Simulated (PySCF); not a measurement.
Electron correlation in Ba⁻ (barium, charge -1)

[Xe] 5d1 6s2, 2D determinant. Computed with PySCF 2.14 in def2-QZVPPD with the def2 core potential (46 electrons), with scalar relativity through the core potential. Frozen: nothing; 11 electrons correlated.

```json
{"level": "CCSD", "correlation energy (mhartree)": "-224.71"}
{"level": "(T)", "correlation energy (mhartree)": "-10.54"}
{"level": "CCSD(T)", "correlation energy (mhartree)": "-235.25"}
```

Diagnostics: T1 = 0.043, D1 = 0.1831, largest double amplitude 0.099.

Spin-orbit coupling, absent here, splits the open shell strongly. The configuration of this anion was assumed by filling the next shell in order. It is not the known or likely ground configuration (Ca⁻, Sr⁻ and Ba⁻, for instance, bind a p electron), so these values are not the electron affinity of the element. T1 exceeds 0.03, a sign that the reference determinant is poor.

Cost of the coupled-cluster step: roughly 21 core-seconds, for 11 correlated electrons.

The basis has no tight functions for the innermost shells, so their pair energies are far from complete.

This basis was not built for core-valence correlation, so the inner-shell part is incomplete.
